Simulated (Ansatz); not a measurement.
Total energies of CaI2⁺ (the lowest doublet isomer of a short search) from Ansatz at r2SCAN-D4/def2-TZVP, gas phase (1 Eh = 27.2114 eV = 2625.5 kJ/mol). The reference geometry is relaxed at r2SCAN-D4/def2-TZVP.

```xyz
3

Ca   -1.458    0.487    0.048
I     1.012    0.459    1.475
I     0.446   -0.945   -1.522
```

| state | geometry | energy (Eh) |
| --- | --- | --- |
| charge 1 doublet | reference | -1273.06735 |
| charge 0 singlet | reference | -1273.32010 |
| charge 1 quartet | relaxed at r2SCAN-D4/def2-TZVP | -1272.94569 |

In the def2 sets I takes a core potential; there is no spin–orbit coupling.

(1) Work out the vertical electron affinity, to the singlet.

(2) Which of the charge 1 states is lowest, and how far above it are the others?

(1) E(charge 1 doublet) − E(charge 0 singlet) = -1273.06735 − (-1273.32010) = 0.25275 Eh = 6.88 eV.

(2) The doublet. quartet: -1272.94569 − (-1273.06735) = 0.12166 Eh = 319.4 kJ/mol.

The structure comes from a short search, and lower isomers may exist.
